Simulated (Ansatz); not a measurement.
Cd6S5, relaxed as a singlet with RKS PBE-D4/def2-SVP in Ansatz, starting from the GFN1-xTB geometry. Force threshold 0.03 eV/Å.

In the def2 sets Cd takes a core potential; there is no spin–orbit coupling. The structure comes from a short search, and lower isomers may exist.

Start:

Cartesian coordinates in Å:
```
Cd 2.123 1.058 2.828
Cd -2.385 -0.013 1.654
Cd 0.007 -0.761 -0.520
Cd -3.116 -1.896 -3.247
Cd -0.380 -2.953 -2.694
Cd -2.822 2.775 1.639
S 2.305 -0.367 -1.365
S 2.835 1.421 -0.615
S 0.107 0.161 1.878
S 3.880 1.219 1.077
S -2.554 -0.644 -0.636
```

(1) Estimate the energy that the relaxation releases and the steps that it takes.

(2) Does the start keep its bonding?

(3) Predict the relaxed structure.

Results:

(1) 98.6 kJ/mol, in 18 steps; 2.3 min on 4 threads of Arm Neoverse V1 on a shared host. No frequencies were taken in this run, so the end may be a saddle point.

(2) By distances, no bond broke or formed. The bond that changes most is Cd4–Cd5, from 2.98 to 3.32 Å (atoms count from 1).

(3) 
```tsv
atom	x (Å)	y (Å)	z (Å)
Cd1	1.8045	0.7446	1.8959
Cd2	-2.2307	0.8792	1.3156
Cd3	-0.2011	-0.8918	-0.3667
Cd4	-2.1536	-1.6158	-3.2038
Cd5	0.4964	-3.3760	-2.2386
Cd6	-3.3702	2.9984	2.9744
S7	2.1139	-0.9220	-1.3033
S8	2.5429	1.1525	-1.1075
S9	-0.2303	-0.3969	2.3305
S10	3.7039	1.4796	0.6588
S11	-2.4759	-0.0517	-0.9553
```
Bond lengths (bridged metal pairs left out): 8 × Cd–S 2.37 to 2.76 Å; 3 × Cd–Cd 2.92 to 3.32 Å; 2 × S–S 2.13 to 2.14 Å.
